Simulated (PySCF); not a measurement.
O3Re (SMILES [O]=[Re+](=[O])=[O]), charge +1, singlet, at a GFN2-xTB geometry (such geometries of metal compounds can be far from the true shape) (the multiplicity is a formal guess) (core potentials on Re). Base run: DF-SVWN5/def2-SV(P) (PySCF).

Input for PySCF:
```python
from pyscf import gto, scf, dft

mol = gto.Mole()
mol.atom = '''
    Re    0.09410804   -0.07891784   -0.12125114
    O    -1.30913754   -0.85427840    0.30762000
    O    -0.42814776    1.44831601   -0.50727999
    O     0.85502242    0.14581715    1.33638946
'''
mol.basis = 'def2-sv(p)'
mol.ecp = {'Re': 'def2-sv(p)'}
mol.charge = 1
mol.verbose = 5
mol.build()

mf = dft.RKS(mol)
mf.xc = 'lda,vwn'
mf = mf.density_fit(auxbasis='def2-universal-jkfit')
mf.kernel()
mf.analyze()
```

Each row names what was changed in the base input (with any setting that the change needs).

| change | basis functions | E (Eh) | HOMO (eV) | HOMO-LUMO gap (eV) | core-seconds (rough) |
|---|---|---|---|---|---|
| base | 67 | -301.75731 | -15.19 | 2.22 | 3 |
| basis = LANL2DZ | 49 | -302.72052 | -15.48 | 2.16 | 5 |
| basis = def2-SVP | 74 | -301.80540 | -15.22 | 2.36 | 5 |
| basis = def2-SVPD | 104 | -301.82112 | -15.25 | 2.30 | 8 |
| basis = def2-TZVP | 133 | -302.09709 | -15.15 | 2.18 | 10 |
| basis = def2-TZVPP | 149 | -302.10480 | -15.16 | 2.20 | 10 |
| basis = def2-TZVPD | 163 | -302.09975 | -15.14 | 2.19 | 10 |
| basis = def2-QZVP | 243 | -302.12154 | -15.14 | 2.20 | 20 |
| basis = def2-QZVPP | 259 | -302.12166 | -15.15 | 2.20 | 30 |

Totals compare only among sets that treat the same electrons; sets with core potentials leave the core out.
